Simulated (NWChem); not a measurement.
System: Si₂NH₇O; SMILES N[SiH2][SiH2]O

The following NWChem deck was run.

```
start job
memory heap 200 mb stack 900 mb global 1100 mb
geometry units angstroms noautoz
  N     -0.472318     2.408564     0.024803
  Si     0.583869     1.014182    -0.020678
  Si    -0.528495    -1.070910    -0.005460
  O      0.492577    -2.404690    -0.048095
  H     -1.023128     2.614007    -0.801565
  H     -1.030354     2.564319     0.857152
  H      1.487620     1.100943     1.164793
  H      1.415124     1.136698    -1.251377
  H     -1.381888    -1.208768    -1.216768
  H     -1.444795    -1.115722     1.180786
  H      1.150847    -2.455632     0.658684
end
basis spherical
  * library def2-tzvp
end
dft
  xc pw6b95
  iterations 150
  semidirect filesize 400000000
  mulliken
end
task dft energy
```

Coordinates come from a B3LYP/6-31G* (spherical d) optimisation.

**Question.** Give the results of this calculation. (PW6B95/def2-TZVP.) Quantities: energy (Ha); highest occupied level (eV); orbital gap (eV); dipole (D).

**Answer.** 
| Quantity | Value |
|---|---|
| energy (Ha) | -713.98 |
| highest occupied level (eV) | -6.98 |
| orbital gap (eV) | 6.27 |
| dipole (D) | 1.47 |
